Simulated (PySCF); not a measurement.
This PySCF input asks for the NMR shieldings of `N#C[C@@]1(F)CC[C@@H](F)C1`, C6H7F2N; the geometry comes from GFN2-xTB.

```python
import basis_set_exchange as bse
import numpy as np
from pyscf import gto, dft
from pyscf.prop import nmr

atoms = """
N    -2.282745    2.454982   -0.580172
C    -1.543634    1.719832   -0.114628
C    -0.599299    0.771813    0.448406
F    -0.529224    0.985360    1.821786
C    -1.008727   -0.685287    0.190121
C     0.319672   -1.437434    0.241052
C     1.289944   -0.500487   -0.475110
F     1.207593   -0.711252   -1.838638
C     0.812638    0.921135   -0.153589
H    -1.454635   -0.763832   -0.802375
H    -1.726830   -1.024355    0.934723
H     0.271012   -2.406784   -0.251010
H     0.643381   -1.571727    1.273044
H     2.338676   -0.672321   -0.215107
H     0.793479    1.521352   -1.063796
H     1.461100    1.407948    0.573883
"""
names = dict.fromkeys(["N", "C", "F", "H"], "pcSseg-1")
basis = {el: gto.basis.parse(bse.get_basis(n, elements=[el], fmt="nwchem")) for el, n in names.items()}
mol = gto.M(atom=atoms, basis=basis, charge=0, verbose=0)
mf = dft.RKS(mol, xc="PBE0")
mf.grids.level = 2
mf.grids.alignment = dft.numint.BLKSIZE   # the property module wants whole blocks of grid points
mf.conv_tol = 1e-9
mf.kernel()

calc = nmr.RKS(mf)   # GIAO
C = mf.mo_coeff
Co = C[:, mf.mo_occ > 0]
resp = mf.gen_response(singlet=True, hermi=2)
def vind(x):   # induced exchange potential for any number of trial vectors
    d = np.einsum("pi,xij,qj->xpq", C, 2 * x.reshape(-1, C.shape[1], Co.shape[1]), Co, optimize=True)
    return np.einsum("xpq,pi,qj->xij", resp(d - d.transpose(0, 2, 1)), C, Co, optimize=True).ravel()
mo1, _ = nmr.rhf.solve_mo1(calc, with_cphf=vind)
sigma = calc.kernel(mo1)
for i, s in enumerate(sigma):   # ppm
    print("%2d %-2s %9.2f" % (i, mol.atom_pure_symbol(i), np.trace(s) / 3))
```

Question: Give the expected output.

Answer: 
```
 0 N     -42.45
 1 C      63.43
 2 C      93.36
 3 F     344.34
 4 C     143.55
 5 C     149.84
 6 C      88.55
 7 F     365.54
 8 C     132.65
 9 H      29.28
10 H      29.17
11 H      29.43
12 H      29.65
13 H      26.25
14 H      28.85
15 H      28.88
```

These numbers come from an equivalent density-fitted implementation of the same equations, which agrees with the script to about 0.01 ppm for H and up to a few tenths of a ppm for heavy atoms, so last digits may differ.

Question: Turn these shieldings into chemical shifts. Shifts are taken against calculated references (same method and geometry level): NH3 for ¹⁵N (σ = 267.73 ppm); ¹³C (σ = 186.93 ppm), ¹H (σ = 31.72 ppm) against TMS; ¹⁹F (σ = 170.95 ppm) against CFCl3.

Answer: Averaging equivalent atoms: N 0: 310.2; C 1: 123.5; C 6: 98.4; C 2: 93.6; C 8: 54.3; C 4: 43.4; C 5: 37.1; F 3: -173.4; F 7: -194.6; H 13: 5.47; H 14: 2.86; H 15: 2.84; H 10: 2.54; H 9: 2.44; H 11: 2.28; H 12: 2.07 ppm. Unscaled 19F shifts against computed CFCl3 carry errors that often reach 10 to 50 ppm. Experimental scales use liquid or dissolved standards, which lie at an offset from isolated NH3 (liquid NH3: subtract about 20 ppm). Unscaled 15N shifts of sp2 nitrogen come out 20 to 40 ppm too high even then.

Size and cost of the density-fitted run: 188 basis functions, 24 s wall time on 1 thread of an Arm Neoverse V2, shared host.
